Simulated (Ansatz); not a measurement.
H₈N₂Si₂ (SMILES N[SiH2][SiH2]N), singlet, at the geometry of the source list, with bond 5-1 at 2.4 times its length; CASSCF(4,3)/STO-3G run with Ansatz (a first-principles code).

Here is a job for Ansatz.
Ansatz 0.2 input:
```yaml
crystal:
  periodic: [false, false, false]
  atoms:
    - {symbol: Si, position_ang: [1.12050000, -0.47630000, -0.60370000]}
    - {symbol: N, position_ang: [1.68320000, 0.90270000, 0.28110000]}
    - {symbol: Si, position_ang: [-1.05820000, -0.87340000, 0.04750000]}
    - {symbol: N, position_ang: [-1.98940000, 0.48340000, 0.58770000]}
    - {symbol: H, position_ang: [3.43218000, -2.96366000, 0.32174000]}
    - {symbol: H, position_ang: [1.28300000, -0.30870000, -2.06570000]}
    - {symbol: H, position_ang: [1.19640000, 1.77980000, 0.17400000]}
    - {symbol: H, position_ang: [2.67280000, 1.08050000, 0.32550000]}
    - {symbol: H, position_ang: [-1.87470000, -1.39850000, -1.05170000]}
    - {symbol: H, position_ang: [-1.14840000, -1.80080000, 1.18150000]}
    - {symbol: H, position_ang: [-2.27310000, 1.17400000, -0.08950000]}
    - {symbol: H, position_ang: [-1.69580000, 0.95010000, 1.43140000]}
basis:
  gaussian:
    orbitals: STO-3G
hamiltonian:
  xc: hf
magnetization: {spin_polarized: false}
correlation: {active_space: {window: {electrons: 4, orbitals: 3}}}
```

**Question.** Write the output that Ansatz gives for this input, abridged.

**Answer.** 
```
Functional definition: HF
430 factors; integrals over basis functions are off by at most 3.6e-5 eV
mean field evaluation 1: about -18579.7302 eV, gradient 2.4e1 eV
mean field evaluation 2: about -18579.8134 eV, gradient 2.4e1 eV
mean field evaluation 4: about -18583.1048 eV, gradient 1.3e1 eV
mean field evaluation 8: about -18585.7285 eV, gradient 3.2e-1 eV
mean field evaluation 16: about -18584.1070 eV, gradient 1.4e0 eV
mean field -18585.72638229 eV, -683.0128466914 hartree, gradient 1.6e-6 eV, S^2 0.000000; 1 other end points of the search recorded, 0 dependent functions left out
reference -18585.72638229 eV, -683.0128466914 hartree; 25, 25 occupied and 11, 11 virtual orbitals, 430 factors
state -18590.85164238 eV, -683.2011965257 hartree
Total energy: -18590.85164238 eV, -683.2011965257 hartree
```
